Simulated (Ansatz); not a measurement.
Ansatz results at the PBE0-D4/def2-TZVP geometry: size of the dipole moment (B3LYP/def2-TZVPP) 3.35 D; LUMO energy (PBE0/def2-TZVPP) 0.58 eV; HOMO–LUMO gap (PBE/def2-TZVPP) 5.63 eV.

Each molecule was computed in one conformer, which needn't be the lowest.

Q: Which molecule gave them?
A. `CC1(F)OCO1`
B. `CN[SiH](O)Br`
C. `OC[Si](O)(O)O`
D. `N[SiH](O)CBr`

A: B. The others give `CC1(F)OCO1`: 1.82, 1.34, 6.94; `OC[Si](O)(O)O`: 2.54, 0.41, 5.38; `N[SiH](O)CBr`: 1.85, -0.26, 5.03.

B3LYP here is the variant with VWN-RPA as its local correlation; programs differ in this.
